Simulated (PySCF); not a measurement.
**TDDFT excited states: Br2H6P2Zn**

Species: ZnBr2(PH3)2 (singlet state).
SMILES: `[PH3]->[Zn](<-[PH3])([Br])[Br]`

Level of theory: TDDFT CAM-B3LYP/def2-SVPD, vertical, gas phase, core orbitals frozen in the response (PySCF). Isolated species at its PBE0-D3(BJ)/def2-SVP geometry, gas phase. The CAM-B3LYP/def2-SVPD calculation is non-relativistic and has no spin–orbit coupling, an omission that weighs most on bromine.

Question: Predict the UV-vis stick spectrum at this level.

Answer: 

| state | E (eV) | λ (nm) | ν̃ (cm⁻¹) | f | main configurations (H = HOMO, L = LUMO) |
| --- | --- | --- | --- | --- | --- |
| S1 | 6.02 | 205.8 | 48590 | 0.056 | H→L+1 (60%), H→L (10%) |
| S2 | 6.07 | 204.3 | 48940 | 0.072 | H-2/H-1→L+1 (≥58%), H-2/H-1→L (≥17%) |
| S3 | 6.09 | 203.7 | 49090 | 0.063 | H-2/H-1→L+1 (≥38%), H-2/H-1→L (≥15%), H→L (14%) |
| S4 | 6.13 | 202.2 | 49470 | 0.0049 | H-3→L+1 (58%), H-3→L (17%) |
| S5 | 6.31 | 196.5 | 50890 | 0.038 | H→L (55%), H→L+1 (16%) |
| S6 | 6.41 | 193.5 | 51690 | 0.149 | H-2/H-1→L (≥50%), H-2/H-1→L+1 (≥14%) |
| S7 | 6.53 | 190.0 | 52640 | 0.0003 | H-2/H-1→L (≥74%), H→L (12%) |
| S8 | 6.61 | 187.6 | 53290 | 0.0010 | H-3→L (75%) |
| S9 | 6.74 | 183.9 | 54380 | 0.011 | H-2/H-1→L+2 (≥32%), H→L+3 (21%), H-3→L+2 (9%) |
| S10 | 6.78 | 182.9 | 54670 | 0.076 | H→L+2 (27%), H-2/H-1→L+2 (≥24%), H→L+3 (8%) |
| S11 | 6.84 | 181.3 | 55150 | 0.010 | H→L+2 (42%), H-2/H-1→L+2 (≥37%) |
| S12 | 6.91 | 179.5 | 55730 | 0.050 | H→L+3 (52%), H-2/H-1→L+2 (≥30%) |
| S13 | 6.99 | 177.3 | 56390 | 0.0017 | H-2/H-1→L+3 (≥44%), H-3→L+2 (33%) |
| S14 | 7.03 | 176.3 | 56730 | 0.053 | H-2/H-1→L+3 (≥38%), H-3→L+2 (37%) |
| S15 | 7.05 | 175.9 | 56850 | 0.044 | H-2/H-1→L+3 (≥64%) |

Triplets, Tamm–Dancoff:

| state | E (eV) | λ (nm) | main configurations (H = HOMO, L = LUMO) |
| --- | --- | --- | --- |
| T1 | 5.60 | 221.3 | H→L+1 (48%), H→L (22%) |
| T2 | 5.66 | 219.1 | H-2/H-1→L+1 (≥44%), H-2/H-1→L (≥13%) |
| T3 | 5.77 | 215.0 | H-2/H-1→L+1 (≥55%), H→L+1 (10%) |
| T4 | 5.85 | 212.1 | H-3→L+1 (51%) |

The lowest singlet comes at 206 nm (581 kJ/mol) in the ultraviolet; it is of moderate strength; its leading configuration is HOMO→LUMO+1 (60%). The strongest level in the table is S6 at 6.41 eV (193 nm, f = 0.149). Löwdin shares by element: HOMO bromine 84%, phosphorus 6% or more; LUMO phosphorus 55%, hydrogen 20% or more (atoms not listed hold the other 25%). The oscillator strengths of these states sum to 0.630; summed over the whole spectrum of an exact calculation they would give the number of electrons, 136 (Thomas–Reiche–Kuhn). The listed states span 1.02 eV, and the widest gap between neighbours is 0.18 eV (S4 to S5). Orbital energies (eV): HOMO-3 -8.81, HOMO-2 -8.70, HOMO-1 -8.69, HOMO -8.61, LUMO 0.18, LUMO+1 0.29, LUMO+2 0.79. Orbitals of the list HOMO-3 to LUMO+2 that lie within 0.01 eV of each other are written together with a slash and their weights summed (≥ marks a lower bound); for degenerate orbitals outside that list single weights are arbitrary. Only the lowest 15 singlets were computed, as vertical energies without vibronic structure.
